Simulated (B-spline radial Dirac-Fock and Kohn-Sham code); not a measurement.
Elastic and transport cross sections of ruthenium for electrons

Model: relativistic (Dirac) partial waves in the static field of the Dirac-Fock atom with Furness-McCarthy exchange, without polarisation or absorption potentials. Program: a radial finite-basis atomic code. Below a few hundred eV the neglected polarisation potential matters, most of all at small angles. σ_tr1 and σ_tr2 weight the cross section with 1 − P₁ and 1 − P₂ of cos θ; "backward" is the share scattered beyond 90°.

```tsv
energy (eV)	σ (a₀²)	σ_tr1 (a₀²)	σ_tr2 (a₀²)	σ/σ_tr1	backward (%)
50	40.0	19.7	23.2	2.03	25
59.5	39.8	16.8	20.7	2.37	19
84.5	33.7	11.0	15.4	3.05	10
87.9	32.9	10.6	15.0	3.10	9.3
100	30.2	9.41	13.7	3.21	8.0
125	26.1	8.17	11.9	3.19	8.3
195	19.9	6.83	8.33	2.92	14
200	19.6	6.76	8.13	2.91	14
249	17.4	6.08	6.55	2.85	16
269	16.6	5.82	6.05	2.86	16
275	16.4	5.75	5.91	2.86	16
296	15.8	5.50	5.48	2.87	17
300	15.7	5.45	5.40	2.88	17
500	12.1	3.66	3.21	3.30	14
568	?	?	?	?	?
598	11.1	3.09	2.71	3.58	12
602	11.0	3.07	2.70	3.60	12
650	10.6	2.84	2.51	3.74	12
658	10.6	2.80	2.49	3.77	11
734	10.0	2.50	2.25	4.01	10
757	9.88	2.42	2.19	4.08	10
```

**Question.** Fill in the row for 568 eV.

**Answer.** σ = 11.3 a₀², σ_tr1 = 3.24 a₀², σ_tr2 = 2.85 a₀², σ/σ_tr1 = 3.50, backward 13 %. The ratio σ/σ_tr1 is roughly the number of elastic collisions that randomise the direction.

Values without a named source are computed, but for edge energies of neutral atoms, which are taken from tables.
